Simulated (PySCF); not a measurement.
**Which determinant of RbSb⁺ lies lowest?**

Unrestricted PBE0; Rb def2-SVPD with ECP28, Sb def2-SVPD with ECP28; scalar-relativistic core potentials (PySCF 2.14). Outer shells of the fragments: Rb+ closed shells only; Sb 4d10 5s2 5p3.

Followed along the bond (rough minima from three points):

```tsv
2Ms+1	unpaired	⟨S²⟩ at the start	R at minimum (Å)	Te (eV)
4	σ ↑, π ↑↑	3.75	4.04	0.00
2	σ ↓, π ↑↑	1.76	4.06	0.64
2	σ ↑, π ↑↓	1.76	4.05	0.66
2	π ↑	0.75	3.90	1.24
```

Solutions found at the starting distance of 3.525 Å, counted from the lowest of them; the search is not exhaustive and high or unbound solutions are not listed, so other states can lie among these:

```csv
2Ms+1,unpaired,term,E (eV),⟨S²⟩,⟨Lz²⟩,μ (D)
4,"σ ↑, π ↑↑",⁴Σ⁻,0.00,3.75,0.00,-7.75
2,"σ ↓, π ↑↑",mixed,0.65,1.76,0.00,-7.67
2,"σ ↑, π ↑↓",mixed,0.66,1.76,2.01,-7.70
2,π ↑,²Π,1.25,0.75,1.00,-7.04
2,σ ↑,mixed,1.65,0.75,2.00,-7.62
2,π ↑,²Π,2.01,0.75,1.01,-8.05
```

A term symbol is given only where ⟨S²⟩ and ⟨Lz²⟩ are close to those of a pure state; real π, δ and φ orbitals otherwise mix terms. A positive dipole points towards Sb; it is taken about the centre of mass and depends on that origin.

Spin–orbit coupling is left out.
